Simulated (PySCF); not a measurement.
# [VBr6]3-: what the settings change

The complex [VBr6]3- (charge -3) contains V(III), shell d2. The structure is a PBE0-D3(BJ)/def2-SVP, IEF-PCM water geometry optimised for multiplicity 3; coordination octahedral, point group Oh, metal–donor distances 2.59 Å.

```
7

V     0.0000    0.0000    0.0000
Br    0.0000    0.0000    2.5882
Br    0.0000    0.0000   -2.5882
Br    2.5882    0.0000    0.0000
Br   -2.5882    0.0000    0.0000
Br    0.0000    2.5882    0.0000
Br    0.0000   -2.5882    0.0000
```

Method (PySCF 2.14, density fitting): CASSCF(2,5) with orbitals averaged over all microstates of the shell, strongly contracted NEVPT2 on the averaged canonical orbitals; basis x2c-TZVPall on the metal, x2c-SVPall elsewhere; spin-free X2C; IEF-PCM water; spin-orbit coupling by state interaction with the mean-field operator over all roots.

Base run: NEVPT2 ground state 3T1g, next 3T2g at 10833, then 1T2g at 11530 cm⁻¹, 10Dq(CASSCF) 9337, B(CASSCF) 926, ζ 134 cm⁻¹, μeff(300 K) 2.74 μB.

(1) What happens with the basis x2c-TZVPall on all atoms?

(2) What happens with orbitals averaged over the highest spin alone?

No frequencies were computed for the optimised geometry. Charge-transfer states lie outside this active space and may come lower than some of these levels. The ground state is orbitally degenerate in this regular structure, which would distort (Jahn–Teller), so its moment is that of the undistorted model. NEVPT2 lifts 3T2g from 8589 to 10833 cm⁻¹; on the d shell alone it tends to overshoot states that fill the eg-type orbitals. NEVPT2 on the d shell alone tends to put d–d bands too high for such charged or covalently bound ions. The geometry optimisation stopped short of its thresholds.

Results:

(1) NEVPT2 ground state 3T1g, next 3T2g at 10703, then 1T2g at 11463 cm⁻¹, 10Dq(CASSCF) 9347, B(CASSCF) 924, ζ 134 cm⁻¹, μeff(300 K) 2.74 μB. It took 160 s against 93 s on a shared host of the same kind.

(2) NEVPT2 ground state 3T1g, next 3T2g at 10715, then 1T2g at 11592 cm⁻¹, 10Dq(CASSCF) 9347, B(CASSCF) 938, ζ 138 cm⁻¹, μeff(300 K) 2.74 μB.
